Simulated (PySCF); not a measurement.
# Krypton: a sound run and one with changed settings

Sound run: Kr [Kr], Kr⁺ [Ar] 3d10 4s2 4p5. Computed with PySCF 2.14 in jorge-DZP-DKH (8s6p2d1f, 43 functions), with scalar relativity by spin-free X2C-1e. In the sound run the correlated levels freeze [Ar] 3d10. The sound run starts from symmetry-adapted Hartree-Fock orbitals and uses a fine grid where one is needed.

Changed run: the non-relativistic Hamiltonian (point nucleus). This setting is unsound on purpose.

```json
{"species": "Kr", "method": "UHF", "sound run (hartree)": "-2788.01286", "changed run (hartree)": "-2743.56817", "converged": "yes"}
{"species": "Kr", "method": "r2SCAN", "sound run (hartree)": "-2789.84256", "changed run (hartree)": "-2745.33012", "converged": "yes"}
{"species": "Kr", "method": "LDA", "sound run (hartree)": "-2785.99179", "changed run (hartree)": "-2741.68890", "converged": "yes"}
{"species": "Kr", "method": "MP2", "sound run (hartree)": "-2788.06407", "changed run (hartree)": "-2743.61876", "converged": "yes"}
{"species": "Kr", "method": "CCSD(T)", "sound run (hartree)": "-2788.07072", "changed run (hartree)": "-2743.62540", "converged": "yes"}
{"species": "Kr⁺", "method": "UHF", "sound run (hartree)": "-2787.52729", "changed run (hartree)": "-2743.07947", "converged": "yes"}
{"species": "Kr⁺", "method": "r2SCAN", "sound run (hartree)": "-2789.31889", "changed run (hartree)": "-2744.80353", "converged": "yes"}
{"species": "Kr⁺", "method": "LDA", "sound run (hartree)": "-2785.46468", "changed run (hartree)": "-2741.15930", "converged": "yes"}
{"species": "Kr⁺", "method": "MP2", "sound run (hartree)": "-2787.57020", "changed run (hartree)": "-2743.12194", "converged": "yes"}
{"species": "Kr⁺", "method": "CCSD(T)", "sound run (hartree)": "-2787.57673", "changed run (hartree)": "-2743.12848", "converged": "yes"}
```

Ionisation energy of Kr:

```tsv
method	sound run (eV)	changed run (eV)
UHF	13.213	13.298
r2SCAN	14.250	14.329
LDA	14.343	14.411
MP2	13.439	13.519
SCS-MP2	13.418	13.500
CCSD	13.439	13.519
CCSD(T)	13.442	13.522
```

Most of the change in total energy is the relativistic energy itself. On top of that the contraction fixes the core shape for the Hamiltonian it was made with, so the changed run is not a good calculation with the other Hamiltonian either.

For comparison, NIST gives 14.000 eV between the lowest levels.
